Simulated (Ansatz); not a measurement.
Consider the redistribution: `C[Si](C)([SiH3])Cl` + `O[SiH2][SiH2]F` → `C[Si](O)([SiH3])Cl` + `C[SiH2][SiH2]F`.

Gas-phase electronic energies from Ansatz, PBE0-D4/def2-TZVP geometries. CBS: MP2 limit from def2 TZ/QZ plus the TZ coupled-cluster correction, frozen cores. This one scheme is used for every species. DFT in def2-TZVPP. B3LYP here is the variant with VWN-RPA as its local correlation; programs differ in this. One conformer a species, not always the lowest.

(1) Is it downhill or uphill in electronic energy at CCSD(T)/CBS, and by how much? (Best estimate.)

(2) What do these levels give: PBE-D4, B3LYP-D4, PBE, PBE0, CCSD(T)/def2-TZVPP, HF/CBS(def2)? (Best estimate.)

Largest T1 diagnostic among the species: 0.012.

Answers

(1) Ansatz gave: Downhill: ΔE = -16.2 kJ/mol.

(2) Computed: PBE-D4 -19.3, B3LYP-D4 -17.1, PBE -20.0, PBE0 -18.9, CCSD(T)/def2-TZVPP -16.8, HF/CBS(def2) -14.6 kJ/mol.
